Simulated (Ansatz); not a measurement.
Species: sum formula AlO$_{2}$ClH$_{2}$, charge 0, multiplicity 1. 
Coordinates optimised at B3LYP-D3(BJ)/def2-TZVP (Ansatz, a first-principles code):
```xyz
6

O      1.3400    -1.3884    -0.0862
Al    -0.0362    -0.4126    -0.0247
O     -1.5733    -1.1005    -0.0630
Cl     0.1071     1.6688     0.1001
H      2.2354    -1.0481    -0.0676
H     -1.7190    -2.0463    -0.1196
```

Parts of the frozen-core correlation energy in cc-pVTZ (Ansatz, hartree). Frozen orbitals: 12; correlated occupied orbitals by spin: 12 and 12; virtual: 132 and 132. No spin-orbit coupling. No relativistic terms.

```
term                            value
-------------------------  ----------
reference (HF)             -852.60142
MP2 opposite-spin                   ?
MP2 same-spin                -0.18988
CCSD correlation                    ?
(T)                                 ?
T1 diagnostic                   0.011
largest doubles amplitude       0.030
```

Q: Some entries are withheld; supply them.

A: 
- MP2 opposite-spin, value: -0.55508
- CCSD correlation, value: -0.76444
- (T), value: -0.02764
